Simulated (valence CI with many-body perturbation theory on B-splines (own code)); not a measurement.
Values are calculated unless marked as measured or tabulated.
## Run record, Ce7+

The program does CI of the valence electrons with many-body perturbation theory for a frozen closed Dirac-Fock core.

Command, and the settings that its task file holds:

```sh
python run_cv.py task.json out
```

```
atom Ce  Z=58  mass_number=140  rms_radius_fm=4.8771
core [Kr] 4d10
valence 5s2 5p4
avg = 1
basis = S
breit = 1
cap = 10000
capref = 1200
cscale = 1
de = 0.0
dress = 0
eps = 2e-08
extrap = 1
h = 0.27
hh = 1
l2 = 3
lcore = 6
maxit = 60
n2 = 5
natural = 1
nlev = 21
nno = [2, 2, 3, 3, 2]
nroot = 26
nsp = [3, 3, 2, 2, 0]
pt2 = 1
qed = 1
rpa = 1
s1 = 1
s2 = 1
s3 = 1
screen = 1
tol = 2e-05
whole = 1
```

Task: What became of the run, and why?

Result: It gave no result: the electrons of core and valence do not add up to the charge. The program said: "core and valence hold 52 electrons, the ion has 51".
